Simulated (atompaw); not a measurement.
## Sn (Z = 50): one change to a PAW (atompaw) potential, before and after

```json
{
  "Element": "tin",
  "Generator": "atompaw 4.2.0.5",
  "Type": "PAW",
  "Functional": "PBE",
  "Relativity": "scalar-relativistic",
  "Frozen core": "[Kr]",
  "Valence charge": "14",
  "Reference configuration": "4d10 5s2 5p0.5 (charge +1.5)",
  "Partial waves": "5s (bound): rc 2.30 bohr; 5s channel at 0.95 Ry: rc 2.30 bohr; 5p (bound): rc 2.65 bohr; 5p channel at -0.4 Ry: rc 2.65 bohr; 4d (bound): rc 2.65 bohr; 4d channel at 0.7 Ry: rc 2.65 bohr",
  "Local potential": "bessel scheme, radius 2.50 bohr",
  "Core correction": "smooth core density matched at 1.65 bohr",
  "Augmentation charge": "sinc compensation charge, radius 2.45 bohr; PAW radius 2.65 bohr; waves and projectors: custom polynom vanderbiltortho"
}
```

Change: wave 5s (bound): rc 2.30 bohr becomes 5s (bound): rc 2.42 bohr.

Cutoffs: the cutoffs (Ry, on a coarse ladder) from which the occupation-weighted sum of valence levels, in a spherical-Bessel basis at the reference potential, stays within 10 and 1 mRy of its value at 400 Ry; they do not see the model core or the augmentation charge, which bear on the density cutoff.

Question: What does the change do?

Answer: The potential gets neither clearly harder nor softer (18 Ry and 30 Ry → 18 Ry and 30 Ry); the d channel sets the loose cutoff, while the largest relative change is in s, which becomes softer; neither file shows a bound ghost.

```tsv
quantity	base	changed
cutoff, loose	18 Ry	18 Ry
cutoff, tight	30 Ry	30 Ry
loose cutoff by channel (10 mRy a level)	s 8 Ry, p 6 Ry, d 12 Ry	s 6 Ry, p 6 Ry, d 12 Ry
bound ghosts	none	none
s: phases at 2.67 bohr within 0.05 rad from the reference energy up to (Ry; the scan ends near 5)	2.7	2.6
p: phases at 2.67 bohr within 0.05 rad from the reference energy up to (Ry; the scan ends near 5)	3.2	3.2
d: phases at 2.67 bohr within 0.05 rad from the reference energy up to (Ry; the scan ends near 5)	-0.5	-0.5
lowest overlap eigenvalue by channel	s 0.24, p 0.52, d 0.93	s 0.37, p 0.52, d 0.93
```

 The cutoffs see the waves, projectors and local potential, not the compensation charge or the core.
